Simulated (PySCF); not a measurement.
Compound: CH8Si2Te.
SMILES with atom numbers: `[CH3:1][SiH2:2][Te:3][SiH3:4]` (hydrogens: H5, H6, H7 on C1; H8, H9 on Si2; H10, H11, H12 on Si4)

The calculation used PBE0-D3(BJ)/def2-SVP geometry optimisation, gas phase, def2 core potentials past Kr in PySCF 2.14.0.

Question: Give the optimised bond lengths and angles.

Answer: 
```csv
bond,length (bohr),order
C1–Si2,3.544,single
Si2–Te3,4.750,single
Te3–Si4,4.727,single
"C1–H5, C1–H6, C1–H7",2.080,single
"Si2–H8, Si2–H9",2.824,single
"Si4–H10, Si4–H11, Si4–H12",2.822,single
```

Bonds in one row agree within 0.02 bohr and their mean is given. Orders are formal, as drawn. A selection of angles:
```csv
angle,degrees
Si2–C1–H5,110.1
Si2–C1–H6,110.5
H5–C1–H6,108.7
H5–C1–H7,108.3
C1–Si2–Te3,112.0
C1–Si2–H8,111.5
C1–Si2–H9,110.4
Te3–Si2–H8,105.1
Te3–Si2–H9,108.6
H8–Si2–H9,109.1
Si2–Te3–Si4,91.2
Te3–Si4–H10,107.1
Te3–Si4–H11,110.7
H10–Si4–H11,109.9
H11–Si4–H12,108.5
```

Torsions: C1–Si2–Te3–Si4 -69° (synclinal). The mirror-image conformer, all signs reversed, is as good.

Si4 (SiH3 silicon) is tetrahedral (angles from 107.1° to 111.4°). Si2 (SiH2 silicon) is distorted tetrahedral (angles from 105.1° to 112.0°).

Point group: C1 (no symmetry element, even within 0.4 Å). PBE0-D3(BJ)/def2-SVP frequencies: not computed here. One conformer, not necessarily the lowest.
